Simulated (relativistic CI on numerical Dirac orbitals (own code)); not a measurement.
Method of calculation: Dirac-Coulomb-Breit CI, KLI orbitals optimised for each configuration, model QED, unscaled Slater integrals (own radial code, finite nucleus).

Configuration list (outside the closed core [Ar]): 3d¹⁰4s, 3d¹⁰4p, 3d¹⁰4d, 3d¹⁰4f, 3d¹⁰5s, 3d¹⁰5p, 3d¹⁰5d, 3d¹⁰5f, 3d¹⁰5g, 3d¹⁰6s, 3d¹⁰6p, 3d¹⁰6d, 3d⁹4s², 3d¹⁰6f, 3d¹⁰7s, 3d⁹4s4p, 3d¹⁰8s, 3d⁹4s4d, 3d⁹4s4f, 3d⁹4s5s, 3d⁹4s5p, 3d⁹4s5d, 3d⁹4s5f. Double excitations out of closed p, d and f shells are left out; levels of such configurations are missing from the list, as are those of other unlisted configurations, and high levels can miss mixing partners.

At this charge energies of transitions that change n are usually good to better than 1 %, and those within a shell (Δn = 0) to a few per cent.

Outline of the computed level scheme of Nd XXXII. Lowest level of each configuration: 3d¹⁰4s ²S1/2 at 0.000 eV; 3d¹⁰4p ²P°1/2 at 65.409 eV; 3d¹⁰4d ²D3/2 at 203.582 eV; 3d¹⁰4f ²F°5/2 at 322.915 eV; 3d¹⁰5s ²S1/2 at 506.694 eV; 3d¹⁰5p ²P°1/2 at 537.901 eV; 3d¹⁰5d ²D3/2 at 602.110 eV; 3d¹⁰5f ²F°5/2 at 654.665 eV; 3d¹⁰5g ²G7/2 at 677.101 eV.

Some strong electric-dipole decays among the lowest 16 levels: 3d¹⁰5g ²G9/2 → 3d¹⁰4f ²F°7/2 (5.1e+12 s⁻¹); 3d¹⁰5g ²G7/2 → 3d¹⁰4f ²F°5/2 (4.9e+12 s⁻¹); 3d¹⁰5f ²F°7/2 → 3d¹⁰4d ²D5/2 (2.4e+12 s⁻¹); 3d¹⁰5f ²F°5/2 → 3d¹⁰4d ²D3/2 (2.2e+12 s⁻¹); 3d¹⁰5s ²S1/2 → 3d¹⁰4p ²P°3/2 (1.7e+12 s⁻¹); 3d¹⁰5d ²D5/2 → 3d¹⁰4p ²P°3/2 (1.2e+12 s⁻¹); 3d¹⁰5p ²P°1/2 → 3d¹⁰4s ²S1/2 (1.1e+12 s⁻¹); 3d¹⁰5p ²P°1/2 → 3d¹⁰4d ²D3/2 (9.4e+11 s⁻¹).

LS names give the leading component of a level, which can be under half, so a name can repeat, a term be missing and a line seem to break the LS rules.
